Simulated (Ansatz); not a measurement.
Reaction (formal exchange of groups at a B–O bond): `[SiH3]OBO[SiH3]` + `CC` → `CCBO[SiH3]` + `O[SiH3]`

Isolated molecules relaxed with PBE0-D4/def2-TZVP in Ansatz; ΔE leaves out vibrations. CCSD(T)/CBS is the MP2 limit (def2-TZVPP, def2-QZVPP) plus CCSD(T) − MP2 in def2-TZVPP, frozen cores. This one scheme is used for every species. Functionals use def2-TZVPP. B3LYP here is the variant with VWN-RPA as its local correlation; programs differ in this. Each species was taken in one conformer, which may not be the lowest.

| level | ΔE (kJ/mol) |
| --- | --- |
| PBE0-D4 | 141.6 |
| CAM-B3LYP-D4 | 150.9 |
| ωB97X-V | 144.1 |
| B3LYP | 148.2 |
| CAM-B3LYP | 149.7 |
| LC-ωPBE | 140.8 |
| SCS-MP2/def2-TZVPP | 147.8 |
| SCS-MP2/def2-QZVPP | 146.8 |

Question: What does CCSD(T)/CBS give? (An estimate is asked.)

Answer: The calculation gave: +144.0 kJ/mol. The listed levels differ from it by -2.4, 6.9, 0.1, 4.2, 5.7, -3.2, 3.8, 2.8 kJ/mol.

Largest T1 diagnostic among the species: 0.013.

In def2-TZVPP, CCSD(T) changes the Hartree–Fock value by −12.8 kJ/mol (the triples alone add −0.9 kJ/mol) and MP2 by −13.0 kJ/mol. Leaving LDA and LC-ωPBE aside and taking each functional with its dispersion term where it has one, the values, not all of them listed here, spread over 16.2 kJ/mol, from revPBE-D4 to BHLYP-D4. At CCSD(T), def2-SVP lies +19.7 kJ/mol from the extrapolated value and def2-TZVPP +2.0 kJ/mol.
